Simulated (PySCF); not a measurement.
Computed IR spectrum (relative IR intensity) of a molecule C3H8O2Si. Geometry optimised at PBE0-D3(BJ)/def2-SVP. One conformer was computed; it need not be the lowest. Level of theory: PBE0-D3(BJ)/def2-SVP (PySCF 2.14.0). Frequencies are harmonic and unscaled.

ν (cm⁻¹): 327 (s), 368 (w), 401 (vw), 484 (vw), 551 (w), 665 (vw), 683 (w), 755 (w), 792 (w), 818 (w), 873 (w), 897 (vs), 952 (w), 996 (s), 998 (m), 1045 (m), 1125 (vs), 1189 (m), 1231 (m), 1269 (vw), 1343 (m), 1375 (vw), 1406 (w), 1430 (vw), 2239 (vs), 2245 (s), 3012 (m), 3041 (s), 3080 (w), 3122 (w), 3144 (w), 3885 (m) (against the strongest line: vs over 80 %, s over 45 %, m over 15 %, w over 4 %, vw less)

Question: Pick the molecule that these values belong to.
A. O[C@H]1CO[SiH2]C1
B. CC[Si@H](O)C=O
C. C[C@H]1O[Si@@H](C)O1
D. C[C@H]1OC[Si@@H]1O

Answer: A, O[C@H]1CO[SiH2]C1
